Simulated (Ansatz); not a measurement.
Results of the Gaussian-basis code of Ansatz.

A structure relaxed at PBE0-D4/def2-TZVP, charge 0, multiplicity 1:

```xyz
16

C    -0.695    1.831    0.409
C     0.374    0.789    0.663
N     0.419   -0.255   -0.341
C     1.540   -1.143   -0.128
Ge   -1.159   -1.081   -0.828
H    -0.607    2.643    1.133
H    -1.703    1.418    0.508
H    -0.597    2.250   -0.595
H     0.244    0.371    1.678
H     1.356    1.282    0.668
H     1.584   -1.902   -0.912
H     2.476   -0.574   -0.165
H     1.513   -1.662    0.845
H    -1.925   -1.658    0.390
H    -0.751   -2.226   -1.768
H    -2.069   -0.083   -1.558
```

Task: Give its formula and SMILES.

Result: C3H11GeN, `CC[N](C)[GeH3]`.

Task: Point group (tolerance 0.08 Å, 0.16 Å for H)?

Result: C1.

Task: Summarise the bond lengths by kind.

Result: 1 × C–C 1.514 Å; 8 × C–H 1.092 to 1.106 Å; 2 × C–N 1.446 to 1.449 Å; 1 × Ge–N 1.846 Å; 3 × Ge–H 1.535 to 1.551 Å.
